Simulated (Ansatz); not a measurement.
Z-matrix (Å, degrees):
```
C
H 1 1.0952
H 1 1.0953 2 110.73
H 1 1.0971 2 109.60 3 121.02
S 1 1.8175 2 110.48 4 116.14
C 5 1.7639 1 98.79 2 59.93
O 6 1.1873 5 130.60 1 179.92
```
Charge 0, spin multiplicity 2.

These are frozen-core CCSD(T)/cc-pVTZ // PBE-D3(BJ)/def2-TZVP in Ansatz (a quantum-chemistry and plane-wave program) values and carry that method's errors.

```json
{
  "HF energy": "-549.90534 Ha",
  "MP2 correlation energy": "-0.71352 Ha"
}
```

Question: Estimate the CCSD correlation energy, the (T) correction, the total energy and the T1 diagnostic.

Answer: 
The CCSD correlation energy comes out as -0.74093 Ha and the (T) correction is -0.03624 Ha. The CCSD(T) total energy comes out as -550.68252 Ha and the T1 diagnostic comes out as 0.020.
